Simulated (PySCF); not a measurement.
Ligands exchanged one at a time, Ga H-F. Gas-phase values, no solvent. Strings in code marks are SMILES.

Calculation: PBE-D3(BJ)/def2-TZVP // PBE0-D3(BJ)/def2-TZVP (PySCF 2.14.0). Excitations are Tamm–Dancoff values on a coarser integration grid. The basis has no diffuse functions, so Rydberg states are missing or too high.

```csv
species,T1 excitation (TDA) (eV),HOMO (eV),S1–T1 gap (TDA) (eV),LUMO (eV)
0 of 3 H replaced by F,–,-7.34,–,-2.65
1 of 3 H replaced by F (`[F][GaH2]`),4.89,-7.54,0.37,-2.42
2 of 3 H replaced by F (`[F][GaH][F]`),…,-8.69,…,-2.16
3 of 3 H replaced by F (`[Ga]([F])([F])[F]`),6.10,…,0.33,-3.37
```

Complete the blanks.


- 2 of 3 H replaced by F (`[F][GaH][F]`), T1 excitation (TDA) (eV): 6.31
- 2 of 3 H replaced by F (`[F][GaH][F]`), S1–T1 gap (TDA) (eV): 0.38
- 3 of 3 H replaced by F (`[Ga]([F])([F])[F]`), HOMO (eV): -9.66
